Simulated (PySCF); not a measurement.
## Radial density of Gd²⁺ (gadolinium, charge +2)

r2SCAN, [Xe] 4f7 5d1, high-spin 9D determinant. All numbers are calculated (PySCF 2.14, scalar relativity by spin-free X2C-1e, in cc-pVDZ-X2C (8s7p5d3f1g, 84 functions)).

```tsv
r (bohr)	4πr²ρ (e/bohr)	4πr²(ρα − ρβ)
0.0180	84.16	0.0037
0.0303	74.90	0.0086
0.0510	102.2	0.0200
0.0858	103.9	0.0425
0.144	88.86	0.3286
0.243	82.30	2.0413
0.408	43.07	6.9162
0.687	37.07	8.0062
1.15	12.44	3.6201
1.94	4.351	0.8790
3.27	0.3483	0.2003
5.50	0.01086	0.0105
9.24	3.280e-05	0.0000
```

Densities and radii are taken from the X2C orbitals without a picture-change correction, which distorts them close to the nucleus.

Spin-orbit coupling, absent here, splits the open shell strongly.
